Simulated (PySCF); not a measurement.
AlBGeH3O, BGeH3O, BGeH3OSi, CH5GeOSi (calculated)

All values are calculated (PySCF 2.14.0). Calculation on a computer-drawn molecule: the log of a Hartree-Fock and frozen-core CCSD(T) single point meant for a local Hartree-Fock minimum, with one planted fault or none, to be diagnosed. Offsets are logged minus clean, where the clean run is the same molecule without the fault. The reference is restricted for singlets and unrestricted otherwise, and also for a bond in bohr or an excited solution. Adding or removing an electron swaps singlet and doublet. The excited solution moves the top pair (singlet) or top alpha electron (doublet) to the lowest empty orbital. Highest occupied and lowest empty are orbital energies over both spins, largest force is the largest gradient component, triples share is (T) over the correlation energy, the T1 limit is 0.02 restricted and 0.045 unrestricted, electrons count all cores, a negative frequency is imaginary (commonest isotopes), and the dipole is about the centre of nuclear charge; on germanium a core potential holds 10 electrons, which the energies leave out, and 3d is frozen in MP2 and coupled-cluster steps.

Common to all runs: meant basis and core potential on germanium cc-pVDZ-PP ECP10MDF; logged SCF converged yes; possible faults no fault, one electron removed, one electron added, multiplicity raised by two, geometry at a saddle point, SCF held on an excited solution, minimal basis STO-3G, one bond length entered in bohr, all coordinates scaled.

(1) AlBGeH3O

Logged structure:
```xyz
7
AlBGeH3O
O     -2.8348    -1.5949     0.8426
B     -2.2771    -1.0548    -0.0447
Ge    -1.1129    -0.1287    -1.4511
Al     1.1642    -0.0485    -0.3176
H     -0.9044    -0.9562    -2.7045
H     -1.4893     1.3204    -1.6914
H      2.5582     0.0060     0.3661
```

```
meant charge                         : 1
meant multiplicity                   : 1
meant basis                          : cc-pV(D+d)Z
logged electrons                     : 61
logged basis functions               : 89
logged spin squared                  : 0.7854
logged highest occupied              : -6.2175 eV
logged lowest empty                  : 0.2152 eV
logged largest force                 : 0.026041 hartree/bohr
logged T1 diagnostic                 : 0.020755
logged D1 diagnostic                 : 0.058215
logged triples share                 : 0.033369
logged CC converged                  : yes
logged dipole magnitude              : 3.5081 debye
logged SCF stable within its kind    : yes
logged energy HF                     : -636.57827 hartree
logged energy CCSD(T)                : -637.03168 hartree
planted fault                        : one electron added
HF energy offset from clean run      : -129.1 kcal/mol
CCSD(T) energy offset from clean run : -135.6 kcal/mol
```

Drawn bonds:
```
atom  other atom  order
   1           2      2
   2           3      1
   3           4      1
   3           5      1
   3           6      1
   4           7      1
```

(2) BGeH3O

Logged structure:
```xyz
6
BGeH3O
O     -0.9278     0.5791    -0.2320
B      0.1727     0.1659    -0.3906
Ge     2.0884    -0.5537    -0.6668
H      2.0415    -1.6531    -1.7221
H      2.5895    -1.1085     0.6621
H      2.9717     0.5984    -1.1331
```

```
meant charge                         : 0
meant multiplicity                   : 1
meant basis                          : cc-pVDZ
logged electrons                     : 49
logged basis functions               : 66
logged spin squared                  : 0.7594
logged highest occupied              : 1.8903 eV
logged lowest empty                  : 8.4585 eV
logged largest force                 : 0.095469 hartree/bohr
logged T1 diagnostic                 : 0.019763
logged D1 diagnostic                 : 0.062275
logged triples share                 : 0.030509
logged CC converged                  : yes
logged dipole magnitude              : 4.9438 debye
logged SCF stable within its kind    : yes
logged energy HF                     : -394.63029 hartree
logged energy CCSD(T)                : -395.03993 hartree
planted fault                        : one electron added
HF energy offset from clean run      : 56.07 kcal/mol
CCSD(T) energy offset from clean run : 49.98 kcal/mol
```

Drawn bonds:
```
atom  other atom  order
   1           2      2
   2           3      1
   3           4      1
   3           5      1
   3           6      1
```

Notes: highest electron not bound in this basis.

(3) BGeH3OSi

Logged structure:
```xyz
7
BGeH3OSi
O     -1.8936    -1.7975    -0.2048
B     -1.4901    -0.7881    -0.5574
Ge    -0.8561     1.0284    -1.2432
Si     1.1927     0.8726    -0.0246
H      0.9152     0.7681     1.3691
H      1.9217    -0.2732    -0.4558
H      1.9805     2.0360    -0.2540
```

```
meant charge                         : 0
meant multiplicity                   : 1
meant basis                          : cc-pV(D+d)Z
logged electrons                     : 62
logged basis functions               : 89
logged spin squared                  : 0
logged highest occupied              : -9.2221 eV
logged lowest empty                  : -0.8444 eV
logged largest force                 : 0.093498 hartree/bohr
logged T1 diagnostic                 : 0.018606
logged D1 diagnostic                 : 0.05008
logged triples share                 : 0.031734
logged CC converged                  : yes
logged dipole magnitude              : 3.2226 debye
logged SCF stable within its kind    : yes
logged energy HF                     : -683.62335 hartree
logged energy CCSD(T)                : -684.10855 hartree
planted fault                        : all coordinates scaled, by -3.9 %
HF energy offset from clean run      : 7.215 kcal/mol
CCSD(T) energy offset from clean run : 10.79 kcal/mol
```

Drawn bonds:
```
atom  other atom  order
   1           2      2
   2           3      1
   3           4      1
   4           5      1
   4           6      1
   4           7      1
```

(4) BGeH3OSi

Logged structure:
```xyz
7
BGeH3OSi
O      1.2891    -3.1152    -2.9000
Si     1.8317    -2.0521    -1.9865
B      0.8749    -0.3440    -1.5136
Ge    -0.7191    -0.1241    -0.1940
H      3.1392    -2.1817    -1.2975
H      1.2535     0.6613    -2.0580
H      0.3312     0.0932     0.9784
```

```
meant charge                         : 0
meant multiplicity                   : 1
meant basis                          : cc-pV(D+d)Z
logged electrons                     : 61
logged basis functions               : 89
logged spin squared                  : 0.8016
logged highest occupied              : -15.425 eV
logged lowest empty                  : -7.3003 eV
logged largest force                 : 0.033394 hartree/bohr
logged T1 diagnostic                 : 0.042951
logged D1 diagnostic                 : 0.20244
logged triples share                 : 0.038994
logged CC converged                  : yes
logged dipole magnitude              : 7.645 debye
logged SCF stable within its kind    : yes
logged energy HF                     : -683.23444 hartree
logged energy CCSD(T)                : -683.70626 hartree
planted fault                        : one electron removed
HF energy offset from clean run      : 189.7 kcal/mol
CCSD(T) energy offset from clean run : 202 kcal/mol
```

Drawn bonds:
```
atom  other atom  order
   1           2      2
   2           3      1
   3           4      1
   2           5      1
   3           6      1
   4           7      1
```

(5) CH5GeOSi

Logged structure:
```xyz
9
CH5GeOSi
O     -0.6665    -3.6341     1.4100
Si    -0.1746    -2.3059     0.9185
C     -1.1999    -0.9819     0.1418
Ge    -1.7477     0.4507     1.4141
H      1.2331    -1.8772     1.0339
H     -0.6321    -0.4927    -0.6554
H     -2.1115    -1.4138    -0.2762
H     -2.6363    -0.1217     2.5251
H     -0.5078     1.1307     2.0163
```

```
meant charge                      : 0
meant multiplicity                : 2
meant basis                       : cc-pV(D+d)Z
logged electrons                  : 65
logged basis functions            : 99
logged spin squared               : 0.8457
logged highest occupied           : -3.5456 eV
logged lowest empty               : -2.979 eV
logged largest force              : 0.062145 hartree/bohr
logged dipole magnitude           : 11.928 debye
logged SCF stable within its kind : no
logged energy HF                  : -697.72375 hartree
planted fault                     : SCF held on an excited solution
HF energy offset from clean run   : 126.3 kcal/mol
```

Drawn bonds:
```
atom  other atom  order
   1           2      2
   2           3      1
   3           4      1
   2           5      1
   3           6      1
   3           7      1
   4           8      1
   4           9      1
```

Notes: coupled-cluster numbers left out as unreliable.
